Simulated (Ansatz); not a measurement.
H5OSbSi (`[SiH3][O][SbH2]`). The species carries charge 0 and has multiplicity 1. Sb takes the def2 core potential. All single points use the PBE0-D4/def2-TZVP geometry.

```xyz
8

Si   -1.317    0.270    0.415
O     0.048    0.069   -0.460
Sb    1.775   -0.776   -0.055
H    -1.399    1.654    0.954
H    -1.357   -0.680    1.565
H    -2.494    0.022   -0.458
H     2.056   -1.220   -1.686
H     2.687    0.661   -0.275
```

Task: What is the dipole moment at PBE/def2-TZVPP? (An estimate is asked.)

Result: The calculation gave: 1.66 D, with components (1.32, -0.85, 0.56) D in this frame, pointing from negative to positive charge.

Task: And with r2SCAN, B3LYP, ωB97M-V? (An estimate is asked.)

Result: Computed: r2SCAN 1.69 D, B3LYP 1.79 D, ωB97M-V 1.82 D.

Task: Give the Mulliken charges with PBE, r2SCAN, ωB97M-V in def2-TZVPP. (Estimate.)

Result: Ansatz gave: 
```
atom    PBE  r2SCAN  ωB97M-V
 Si1   0.37    0.48     0.34
  O2  -0.52   -0.61    -0.59
 Sb3   0.56    0.62     0.55
  H4  -0.07   -0.09    -0.05
  H5  -0.08   -0.09    -0.05
  H6  -0.07   -0.09    -0.04
  H7  -0.09   -0.11    -0.07
  H8  -0.09   -0.11    -0.07
```

B3LYP here is the variant with VWN-RPA as its local correlation; programs differ in this.
